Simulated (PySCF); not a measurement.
**How methods differ on the interval between two levels of Br⁺**

Br⁺ [Ar] 3d10 4s2 4p4 [3P2, M_J = 2] → Br⁺ [Ar] 3d10 4s1 4p4 5s1 [5P3, M_J = 3], as a difference of total energies. Computed with PySCF 2.14 in x2c-TZVPall-2c with one added diffuse shell each of s, p, d type (7s8p5d1f, 63 functions), with the two-component X2C-1e Hamiltonian. Correlated levels: [Ne] frozen. "Screened" scales the spin-orbit matrix elements by Boettger's factors to mimic the two-electron term; Breit and QED terms are absent.

| method | interval between two levels (cm⁻¹) |
| --- | --- |
| GHF (spin-free) | 192890 |
| GMP2 (spin-free) | 194950 |
| GHF (screened spin-orbit) | 193010 |
| GMP2 (screened spin-orbit) | 195070 |

The labels give the starting determinants; with spin-orbit coupling the two ends relaxed to ⟨J²⟩ = 6.02, ⟨L²⟩ = 2.11, ⟨S²⟩ = 1.96 and ⟨J²⟩ = 12.12, ⟨L²⟩ = 2.13, ⟨S²⟩ = 6.00.

The promoted electron is Rydberg-like, and one or two diffuse shells describe it only roughly, which tends to raise the upper state.
